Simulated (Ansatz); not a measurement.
Relaxation of CH6OSSn (10 atoms, charge 0, multiplicity 1), to a largest force component of 0.02 eV/Å in at most 50 steps.

All numbers below come from UKS PBE-D4/def2-SVP (Ansatz).

```xyz
10
Properties=species:S:1:pos:R:3
O -0.939 1.043 -1.077
C -0.846 0.852 0.282
Sn 0.425 -0.821 0.597
S 2.663 -0.378 -0.442
H -1.477 0.299 -1.467
H -0.393 1.767 0.756
H -1.806 0.664 0.755
H 3.731 -0.854 0.292
H 0.688 -1.043 2.373
H 1.988 -0.196 -1.671
```

Where does it end, and by what steps?

The run converged. After 19 steps the energy has fallen by 3.080 eV; H8 moved furthest, 1.77 Å.

```tsv
step	energy less start (eV)	largest force component (eV/Å)	accepted
0	0.0000	2.461	yes
1	-0.7640	1.461	yes
2	-1.5759	1.801	yes
3	-1.9662	2.452	yes
4	-2.3505	1.890	yes
5	-2.6937	0.429	yes
6	-2.7403	0.324	yes
7	-2.7653	0.195	yes
8	-2.7949	0.504	yes
9	-2.8354	0.492	yes
10	-2.8984	0.457	yes
11	-2.9565	0.471	yes
12	-3.0061	0.551	yes
13	-3.0439	0.423	yes
14	-3.0562	0.388	yes
15	-3.0713	0.237	yes
16	-3.0769	0.128	yes
17	-3.0784	0.095	yes
18	-3.0796	0.033	yes
19	-3.0797	0.006	yes
```

```xyz
10
Properties=species:S:1:pos:R:3
O -0.183 0.913 -1.079
C -0.654 0.639 0.272
Sn 0.272 -1.317 1.118
S 2.465 -0.136 -0.124
H -0.539 0.205 -1.653
H -0.356 1.522 0.871
H -1.765 0.592 0.276
H 2.654 -1.079 -1.089
H 0.750 -0.495 2.647
H 1.390 0.490 -0.842
```

Whether the end is a true minimum wasn't checked by a vibrational analysis.

The run took 97 s on 2 threads of AMD EPYC 7R43 64-Core Processor (Zen 3) (shared host), peak memory 0.25 GiB.
